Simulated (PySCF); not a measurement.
**TDDFT excited states: C4H9ClSi**

Species: C₄H₉ClSi.
Geometry (GFN2-xTB, Å), atoms numbered from 1 in this order:
```xyz
15
C4H9ClSi angstrom
C     -0.056    1.533    0.425
C     -0.359    0.107    0.055
Si    -2.148   -0.504    0.018
C      0.623   -0.736   -0.249
C      2.094   -0.493   -0.287
Cl     0.192   -2.365   -0.689
H     -0.978    2.093    0.555
H      0.502    1.579    1.360
H      0.535    2.022   -0.348
H     -2.500   -0.929   -1.337
H     -2.320   -1.604    0.967
H     -2.994    0.626    0.413
H      2.338    0.464    0.165
H      2.617   -1.284    0.249
H      2.450   -0.500   -1.318
```

Computed, not measured: PySCF, TDDFT B3LYP/def2-SVPD, vertical, gas phase, core orbitals frozen in the response.

Problem. What does the calculation give for the low-lying excited states?

Solution. 

| state | E (eV) | λ (nm) | ν̃ (cm⁻¹) | f | main configurations (H = HOMO, L = LUMO) |
| --- | --- | --- | --- | --- | --- |
| S1 | 5.87 | 211.2 | 47350 | 0.234 | H→L (93%) |
| S2 | 5.99 | 207.1 | 48280 | 0.0046 | H→L+2 (81%), H→L+1 (14%) |
| S3 | 6.12 | 202.7 | 49330 | 0.013 | H→L+1 (85%), H→L+2 (13%) |
| S4 | 6.66 | 186.2 | 53710 | 0.0008 | H-1→L (93%) |
| S5 | 6.80 | 182.3 | 54860 | 0.0002 | H-2→L (90%) |
| S6 | 6.95 | 178.5 | 56030 | 0.0015 | H→L+3 (95%) |
| S7 | 7.06 | 175.5 | 56980 | 0.0001 | H→L+4 (97%) |
| S8 | 7.28 | 170.4 | 58690 | 0.0037 | H→L+5 (90%) |

Triplets, Tamm–Dancoff:

| state | E (eV) | λ (nm) | main configurations (H = HOMO, L = LUMO) |
| --- | --- | --- | --- |
| T1 | 3.86 | 320.9 | H→L (94%) |
| T2 | 5.68 | 218.4 | H→L+2 (90%) |
| T3 | 6.02 | 206.0 | H→L+1 (97%) |

The lowest singlet comes at 211 nm (566 kJ/mol) in the ultraviolet; it is strong; its leading configuration is HOMO→LUMO (93%). The lowest level is also the most intense of those listed (f = 0.234). Löwdin shares by element: HOMO carbon 62% or more, chlorine 22% (atoms not listed hold the other 16%); LUMO carbon 61% or more, silicon 12% (atoms not listed hold the other 27%). The oscillator strengths of these states sum to 0.259; summed over the whole spectrum of an exact calculation they would give the number of electrons, 64 (Thomas–Reiche–Kuhn). Of the 8 states listed, 2 reach f = 0.01 and 2 stay under 0.0005. Weighted by f, the mean energy of these states is 5.92 eV. Only the lowest 8 singlets were computed, as vertical energies without vibronic structure.
